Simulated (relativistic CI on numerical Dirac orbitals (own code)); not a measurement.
## Xe³⁺: calculation against measurement

Method of calculation: Dirac-Coulomb-Breit CI, orbitals from a KLI potential per configuration, QED by a radiative potential, valence Slater integrals scaled by 0.85, P86 correlation estimate, and configurations built on the next ion tied to the tabulated ionisation energy (semi-empirical) (own radial code, finite nucleus).

CI space (outside the closed core [Kr] 4d10): 5s²5p³, 5s²5p²5d, 5s²5p²6s, 5s²5p²6p, 5s²5p²6d, 5s²5p²7s, 5s²5p²5f, 5s²5p²6f, 5s5p⁴, 5p⁵, 5s²5p5d², 5s5p³5d, 5s²5p²5g, 5s²5p4f², 5s²5p²4f, 5s5p³5f, 5s5p³5g, 5p³5d², 5s²5p5f², 5s²5p²7p, 5s²5p4f5d, 5s²5p5g², 5s²5p²7d, 5p³4f². Levels of other configurations are missing.

```csv
Configuration,Term (tabulated),J,Measured (cm⁻¹),Computed,Error,Purity (%)
5s²5p³,4S°,3/2,0.0,0,0,82
5s²5p³,2D°,3/2,13267.0,13112,-155,72
5s²5p³,2D°,5/2,17510.7,17350,-160,97
5s²5p³,2P°,1/2,28036.4,27237,-799,97
5s²5p³,2P°,3/2,35649.6,34717,-933,70
5s5p⁴,4P,5/2,99663.8,103104,3440,81
5s5p⁴,4P,3/2,106923.2,110097,3174,80
5s5p⁴,4P,1/2,109254.4,112479,3225,78
5s5p⁴,2D,5/2,125474.7,129487,4012,59
5s²5p²5d,4F,5/2,136495.9,135994,-502,66
5s²5p²5d,4F,7/2,141624.8,140810,-815,79
5s²5p²5d,2F,5/2,141824.4,141577,-247,71
5s²5p²5d,4D,1/2,145105.7,145322,216,69
5s²5p²5d,4F,9/2,145991.1,145335,-656,84
5s²5p²5d,4D,3/2,146206.5,145977,-230,79
5s²5p²5d,4D,5/2,148685.0,148477,-208,57
5s²5p²6s,4P,1/2,157205.0,158856,1651,75
5s²5p²5d,4P,5/2,159642.8,164267,4624,72
5s²5p²5d,2G,7/2,160665.1,160830,165,72
5s²5p²5d,2G,9/2,163463.1,163194,-269,84
5s²5p²5d,2D,3/2,163596.7,163609,12,56
5s²5p²4f,4G°,5/2,180151.5,182336,2185,65
5s²5p²6s,2D,5/2,186048.6,188742,2694,66
5s²5p²4f,4G°,9/2,188251.8,190396,2145,79
5s²5p²4f,2G°,7/2,189842.1,191993,2151,58
5s²5p²4f,4D°,1/2,196654.7,198401,1746,85
5s²5p²6p,4D°,5/2,198943.1,199695,752,75
5s²5p²6p,4P°,1/2,200899.4,201346,447,70
5s²5p²6s,2S,1/2,202054.6,205308,3253,84
```

Measured levels from Saloman, J. Phys. Chem. Ref. Data 33, 765 (2004); pairs were made by configuration, J and term (by order where the table uses no LS term), so strongly mixed levels may be paired wrongly.

Mean error by configuration (cm⁻¹): 5s²5p³ -512; 5s5p⁴ 3463; 5s²5p²5d 190; 5s²5p²6s 2533; 5s²5p²4f 2057; 5s²5p²6p 600. Over the excited levels the mean absolute error is 1460 cm⁻¹ (28 of the 69 excited levels that our extract of the source holds in range could be paired, and the others can miss by more), and the median relative error of those above 1,000 cm⁻¹ is 0.98 %.
